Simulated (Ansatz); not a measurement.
Born–Oppenheimer molecular dynamics of BClFHO (5 atoms, charge 0, multiplicity 1). It starts from a relaxed structure.

Theory: RKS PBE/def2-mTZVP (Ansatz).

```json
{
  "ensemble": "NVE (Milne-controlled integrator)",
  "time step": "0.5 fs",
  "steps asked": "100",
  "starting velocities drawn for": "400 K",
  "seed": "825474"
}
```

First frame:

```xyz
5
Properties=species:S:1:pos:R:3
B 0.033 -0.106 -0.077
F -0.029 -0.097 1.264
Cl 1.584 0.199 -0.862
O -1.064 -0.344 -0.838
H -1.865 -0.499 -0.300
```

Q: How far do the bonds stretch over the last three quarters of this one trajectory? (Pairs bonded in most of those frames.)

A: 
```csv
bond,mean (Å),spread (Å),shortest,longest
B1–F2,1.337,0.037,1.29,1.40
B1–Cl3,1.761,0.011,1.75,1.79
B1–O4,1.368,0.027,1.32,1.41
O4–H5,0.978,0.011,0.96,1.00
```

Mean temperature of the second half: 208 K. The conserved energy stayed within 0.0064 meV per atom of its start (net change -0.0022 meV per atom), so the integration is sound. A run of 0.05 ps of so small a system gives no equilibrium averages.

The run took 2.5 min on 1 thread of Arm Neoverse V2, with other jobs on the host, peak memory 0.13 GiB.
